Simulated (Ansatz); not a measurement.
Consider the formal exchange of groups at the In–C bond: `[CH3][InH2]` + SiH₄ → `[SiH3][InH2]` + CH₄.

Program: Ansatz. Geometries: PBE0-D4/def2-TZVP. ΔE: electronic, gas phase. CCSD(T)/CBS is the MP2 limit (def2-TZVPP, def2-QZVPP) plus CCSD(T) − MP2 in def2-TZVPP, frozen cores. This one scheme is used for every species. Elements past krypton have def2 core potentials. For In outer-core shells are correlated without core-valence functions, which leaves a few kJ/mol of doubt a bond.

| species | MP2/def2-QZVPP energy (Eh) |
| --- | --- |
| `[CH3][InH2]` | -230.65456 |
| SiH₄ | -291.42099 |
| `[SiH3][InH2]` | -481.66770 |
| CH₄ | -40.42633 |

Work out ΔE.

ΔE = (-481.66770) + (-40.42633) − (-230.65456) − (-291.42099) = -0.01848 Eh = -48.5 kJ/mol. CCSD(T)/CBS gives -53.3 kJ/mol.

Largest T1 diagnostic among the species: 0.014.

Leaving LDA and LC-ωPBE aside and taking each functional with its dispersion term where it has one, the values, not all of them listed here, spread over 10.8 kJ/mol, from PBE-D4 to B2PLYP. At CCSD(T), def2-SVP lies −5.0 kJ/mol from the extrapolated value and def2-TZVPP +2.3 kJ/mol.
